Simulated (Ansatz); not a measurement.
CH5FO2Si, SMILES `OC(O)(F)[SiH3]`. Charge 0, multiplicity 1. The structure was optimised at the PBE0-D4/def2-TZVP level. It is one conformer, not always the lowest.

```xyz
10

O     1.439   -0.224    0.682
C     0.465   -0.306   -0.283
O    -0.027   -1.601   -0.416
F     1.020   -0.053   -1.515
Si   -0.895    1.011    0.080
H     2.100   -0.905    0.492
H    -0.386   -1.868    0.437
H    -1.837    1.013   -1.063
H    -0.280    2.347    0.267
H    -1.599    0.585    1.318
```

Q: What is the dipole moment at PBE/def2-TZVPP? (Best estimate.)

A: Ansatz gave: 1.87 D, with components (-0.37, -0.79, 1.66) D in this frame, pointing from negative to positive charge.

Q: And with r2SCAN, B3LYP, ωB97M-V? (Estimate.)

A: The calculation gave: r2SCAN 1.93 D, B3LYP 1.96 D, ωB97M-V 1.96 D.

Q: Give the Mulliken charges with PBE, ωB97M-V, B3LYP in def2-TZVPP. (Best estimate.)

A: The calculation gave: 
```json
{"atom": "O1", "PBE": "-0.26", "ωB97M-V": "-0.29", "B3LYP": "-0.31"}
{"atom": "C2", "PBE": "0.26", "ωB97M-V": "0.29", "B3LYP": "0.35"}
{"atom": "O3", "PBE": "-0.25", "ωB97M-V": "-0.28", "B3LYP": "-0.30"}
{"atom": "F4", "PBE": "-0.17", "ωB97M-V": "-0.20", "B3LYP": "-0.22"}
{"atom": "Si5", "PBE": "0.17", "ωB97M-V": "0.16", "B3LYP": "0.25"}
{"atom": "H6", "PBE": "0.18", "ωB97M-V": "0.18", "B3LYP": "0.18"}
{"atom": "H7", "PBE": "0.20", "ωB97M-V": "0.19", "B3LYP": "0.20"}
{"atom": "H8", "PBE": "-0.03", "ωB97M-V": "0.00", "B3LYP": "-0.04"}
{"atom": "H9", "PBE": "-0.04", "ωB97M-V": "-0.01", "B3LYP": "-0.05"}
{"atom": "H10", "PBE": "-0.05", "ωB97M-V": "-0.02", "B3LYP": "-0.06"}
```

B3LYP here is the variant with VWN-RPA as its local correlation; programs differ in this.
